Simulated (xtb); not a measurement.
Zn(Et) (C2H5Zn), SMILES [Zn+][CH2]C, charge +1. All values are semi-empirical tight-binding results from xtb (GFN2-xTB unless named), good for trends rather than for accurate numbers. Geometry: GFN2-xTB. The multiplicity is an assumed one; other spin states were not compared. The isomer is the one that the SMILES or the coordinates give; other isomers of the formula were not compared.

Optimised geometry:

```xyz
8

Zn    -0.0735    -0.9244     0.0000
C      0.6686     1.0461     0.0000
C     -0.4033     2.0537     0.0000
H      1.2677     1.0073     0.9127
H      1.2677     1.0073    -0.9127
H     -1.0193     2.0464    -0.9001
H     -1.0193     2.0464     0.9001
H      0.1166     3.0241     0.0000
```
Charge +1, spin multiplicity 1.

For metal compounds this method's bond lengths and energies can be far off.

Computed properties:
* **point group as xtb finds it**: Cs
* **orbital gap**: 2.85 eV
* **zero-point energy**: 38.4 kcal/mol
* **G − E(el) at 298.15 K (modified RRHO)**: 21.1 kcal/mol

Computed atomic charges and the Wiberg bond orders between heavy atoms:
charges (e) Zn1 0.39, C2 -0.03, C3 -0.13, H4 0.16, H5 0.16, H6 0.13, H7 0.13, H8 0.19. Bond orders Zn1–C2 0.85, C2–C3 1.14.
